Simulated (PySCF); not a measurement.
From one molecule to another.

First species: C6H8O.
Cartesian coordinates in Å at the PBE0-D3(BJ)/def2-SVP level; atoms count from 1:
```xyz
15
C6H8O angstrom
C      2.7832    0.9831    0.5684
C      1.9287    0.3383    0.0017
C      0.8633   -0.4102   -0.6481
C     -0.5051    0.2234   -0.4304
C     -1.1183    0.1126    0.9720
C     -2.2011   -0.7059    0.2606
O     -1.5442   -0.5715   -0.9993
H      3.5523    1.5479    1.0612
H      1.0496   -0.4780   -1.7332
H      0.8389   -1.4457   -0.2683
H     -0.5026    1.2477   -0.8461
H     -1.4483    1.0586    1.4199
H     -0.5031   -0.4341    1.7003
H     -3.2088   -0.2545    0.2537
H     -2.2959   -1.7612    0.5711
```

Second species: C5H6F2Ge.
Geometry (PBE0-D3(BJ)/def2-SVP, Å), atoms numbered from 1 in this order:
```
atom  x, y, z in Å
F1     2.5269   -1.0328    0.8205
C2     2.1107   -0.1009   -0.0719
F3     2.7176    1.0637    0.2283
C4     0.6166    0.0297   -0.0160
C5    -0.0244    1.2022    0.1519
Ge6   -1.9323    0.8236    0.1244
C7    -1.5419   -1.0639   -0.1376
C8    -0.2028   -1.1973   -0.1694
H9     2.4602   -0.4202   -1.0722
H10    0.5139    2.1433    0.2711
H11   -2.6554    1.1451    1.4430
H12   -2.6782    1.4866   -1.0466
H13   -2.2218   -1.9118   -0.2373
H14    0.2997   -2.1634   -0.2907
```

Levels: B3LYP/def2-SVPD for dipole moment, HOMO energy, LUMO energy, HOMO–LUMO gap, static isotropic polarisability and electronic spatial extent ⟨r²⟩ about the centre of nuclear charge; TDDFT B3LYP/def2-SVPD for lowest singlet excitation; TDA B3LYP/def2-SVPD for lowest triplet excitation (Tamm–Dancoff); ΔSCF B3LYP/def2-SVPD for vertical ionisation energy; PBE0-D3(BJ)/def2-SVP for rotational constant A and rotational constant C. Geometries: PBE0-D3(BJ)/def2-SVP. All species are isolated and taken at one optimised geometry, non-relativistic unless stated. Electronic properties by PySCF.

The conformers computed, where there is a choice (atom-mapped SMILES and torsion angles):
- `[CH:1]#[C:2][CH2:3][C@@H:4]1[CH2:5][CH2:6][O:7]1`: C2–C3–C4–C5 -72°
- `[F:1][CH:2]([F:3])[C:4]1=[CH:5][GeH2:6][CH:7]=[CH:8]1`: F1–C2–C4–C5 127°

```json
{"property": "dipole moment", "column X": "1.54 D", "column Y": "2.14 D"}
{"property": "HOMO energy", "column X": "-7.11 eV", "column Y": "-6.96 eV"}
{"property": "LUMO energy", "column X": "0.35 eV", "column Y": "-1.99 eV"}
{"property": "HOMO–LUMO gap", "column X": "7.46 eV", "column Y": "4.97 eV"}
{"property": "lowest singlet excitation", "column X": "6.48 eV", "column Y": "4.48 eV"}
{"property": "lowest triplet excitation (Tamm–Dancoff)", "column X": "5.36 eV", "column Y": "2.81 eV"}
{"property": "static isotropic polarisability", "column X": "72.4 au", "column Y": "88.3 au"}
{"property": "vertical ionisation energy", "column X": "9.22 eV", "column Y": "9.03 eV"}
{"property": "electronic spatial extent ⟨r²⟩ about the centre of nuclear charge", "column X": "869 bohr²", "column Y": "1556 bohr²"}
{"property": "rotational constant A", "column X": "7.651 GHz", "column Y": "3.503 GHz"}
{"property": "rotational constant C", "column X": "1.376 GHz", "column Y": "0.640 GHz"}
```

(1) Which column belongs to which species?

(2) How does each property change from the first species to the second?

## Answers

(1) Column X is the first species and column Y the second. The first has 15 atoms and 52 electrons, the second 14 and 86.

(2) dipole moment +0.60 D; HOMO energy +0.15 eV; LUMO energy -2.34 eV; HOMO–LUMO gap -2.49 eV; lowest singlet excitation -2.00 eV; lowest triplet excitation (Tamm–Dancoff) -2.55 eV; static isotropic polarisability +15.9 au; vertical ionisation energy -0.19 eV; electronic spatial extent ⟨r²⟩ about the centre of nuclear charge +687 bohr²; rotational constant A -4.148 GHz; rotational constant C -0.736 GHz.

On the first: The dipole matches unit charges of opposite sign 0.32 Å apart (1 e·Å = 4.8032 D). The principal polarisabilities are 58.6, 64.8 and 93.9 au; their mean is the isotropic value.

On the second: The vertical singlet–triplet gap S1 − T1 is 1.67 eV (TDDFT singlet less Tamm–Dancoff triplet; S1: HOMO→LUMO, weight 0.97; T1: HOMO→LUMO, weight 0.97). S1 lies 0.49 eV below the HOMO–LUMO gap; its leading configuration is HOMO→LUMO, weight 0.97. The calculation is non-relativistic and has no spin–orbit coupling, an omission that weighs most on germanium.
